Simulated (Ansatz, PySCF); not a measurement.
Spin states of H2O2Os (SMILES [OH][Os][OH]), each relaxed with B3LYP-D3(BJ)/def2-TZVP.
State 1 (charge 0, multiplicity 3):
```json
[
 {"atom": "Os", "x (Å)": "0.0918", "y (Å)": "-0.2856", "z (Å)": "0.0549"},
 {"atom": "O", "x (Å)": "1.5028", "y (Å)": "-0.0554", "z (Å)": "-1.1207"},
 {"atom": "H", "x (Å)": "1.6786", "y (Å)": "0.7438", "z (Å)": "-1.6325"},
 {"atom": "O", "x (Å)": "-1.3257", "y (Å)": "-0.5169", "z (Å)": "1.2225"},
 {"atom": "H", "x (Å)": "-2.0013", "y (Å)": "0.1440", "z (Å)": "1.4186"}
]
```
State 2 (charge 0, multiplicity 1):
```xyz
5

Os    -0.004    -0.016    -0.007
O      1.340     0.215    -1.131
H      2.061     0.365    -1.746
O     -1.355    -0.223     1.112
H     -2.096    -0.310     1.715
```

Singlets are restricted, other states unrestricted; no spin–orbit coupling, no relativity up to Kr; see below for the cores. The largest T1 diagnostic is 0.028.

Correlated levels freeze the inner cores; with def2 sets outer-core shells near the valence are correlated too.

Run with Ansatz (Gaussian basis) for Hartree–Fock, density functionals and correlated methods; PySCF for the dispersion terms. Values without a source in brackets are computed. In def2 rows elements past Kr take small-core potentials, without spin–orbit coupling.

| level | energy of the multiplicity-1 state less that of the multiplicity-3 state (kJ/mol) |
|---|---|
| BLYP-D3(BJ)/def2-TZVPP | 15.4 |
| r2SCAN-D3(BJ)/def2-TZVPP | 38.4 |
| r2SCAN-D4/def2-TZVPP | 38.4 |
| B3LYP-D3(BJ)/def2-TZVPP | 18.6 |
| PBE0/def2-TZVPP | 26.9 |
| PBE0-D4/def2-TZVPP | 26.8 |
| BHLYP/def2-TZVPP | 31.1 |
| CAM-B3LYP-D3(BJ)/def2-TZVPP | 16.7 |
| CCSD(T)/def2-SVP | (withheld) |

### Question
Some entries are withheld; supply them.

### Answer

- CCSD(T)/def2-SVP, energy of the multiplicity-1 state less that of the multiplicity-3 state (kJ/mol): 7.2

Doubts at one or more of the structures used: a restricted determinant that unrestricted orbitals would lower (CCSD(T)/def2-SVP).

Ansatz is an electronic-structure program.
